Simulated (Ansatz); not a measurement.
C3H6AlNO (`CO[C]1=N[CH2][AlH]1`), relaxed with RKS PBE-D4/def2-SVP in Ansatz 0.2.0 from a rough embedded geometry. The force threshold is 0.03 eV/Å; the program also tests the step.

The species carries charge 0 and has multiplicity 1.

Start:

```xyz
12

C    -0.016   -2.016   -1.354
O    -0.149   -1.438   -0.033
C    -0.059   -0.047    0.186
N     0.203    0.968   -0.547
C     0.148    1.998    0.460
Al   -0.116    0.939    1.922
H    -0.161   -3.089   -1.276
H     0.945   -1.732   -1.760
H    -0.902   -1.591   -1.948
H     1.102    2.497    0.512
H    -0.723    2.679    0.323
H    -0.271    0.832    3.514
```

(1) How much energy does the relaxation release, and in how many steps? (Estimate.)

(2) Which bonds change most? (An estimate is asked.)

(3) Give the relaxed structure. (Best estimate.)

Results:

(1) Computed: 1.20 eV, in 18 steps, 2 of them rejected.

(2) The calculation gave: C5–Al6 from 1.825 to 1.998 Å; O2–C3 from 1.410 to 1.334 Å; N4–C5 from 1.442 to 1.481 Å; C1–H9 from 1.148 to 1.110 Å.

(3) Ansatz gave: 
```xyz
12

C    -0.012   -1.839   -1.315
O    -0.402   -1.563    0.040
C    -0.281   -0.296    0.441
N     0.216    0.653   -0.306
C     0.086    1.971    0.358
Al   -0.256    0.896    2.008
H    -0.237   -2.907   -1.490
H     1.070   -1.641   -1.461
H    -0.575   -1.198   -2.025
H     1.011    2.578    0.259
H    -0.746    2.558   -0.081
H     0.127    0.789    3.572
```
